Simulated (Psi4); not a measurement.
Complex: H2O (SMILES O) (first 3 atoms) with H4OSi (SMILES O[SiH3]); geometry from B3LYP-D3(BJ)/def2-TZVP, rigid monomers moved along the line of their centres of mass till O1···H6 is 2.55 Å.
(charge 0, multiplicity 1):
```xyz
9

O      0.255    -0.530     0.329
H     -0.447    -0.959    -0.172
H      0.699     0.063    -0.287
O     -0.723     0.902     3.396
Si    -0.127     0.396     4.839
H     -0.411     0.465     2.586
H     -0.426    -1.037     5.102
H     -0.774     1.222     5.881
H      1.347     0.567     4.932
```

The numbers are results of SAPT0/jun-cc-pV(D+d)Z in Psi4 1.11, not measurements.

**Question.** Which attractive term is largest, and how does the interaction split up?

**Answer.** electrostatics -178.8, exchange 30.0, induction -18.5, dispersion -17.2, total -184.5 meV; the largest attraction is electrostatics.
